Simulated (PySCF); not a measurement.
## RbSe at UHF-MP2

Computed with UHF-MP2; basis Rb def2-TZVPP with ECP28, Se def2-TZVPP; scalar-relativistic core potentials; PySCF 2.14.

- state: ²Π (doublet), unpaired electrons π ↑
- bond length: 3.133 Å
- harmonic wavenumber: 151 cm⁻¹
- force constant: 0.554 mdyn/Å
- rotational constant Be: 0.04173 cm⁻¹
- anharmonicity ωexe: 0.387 cm⁻¹
- vibration–rotation constant αe: 0.000156 cm⁻¹
- well depth De to Rb + Se: 221 kJ/mol
- dissociation energy D0: 220 kJ/mol

Correlated steps freeze 9 core orbitals. Spin–orbit coupling is left out. The state is the lowest determinant that a PBE0 search found; another state may lie lower at other levels.
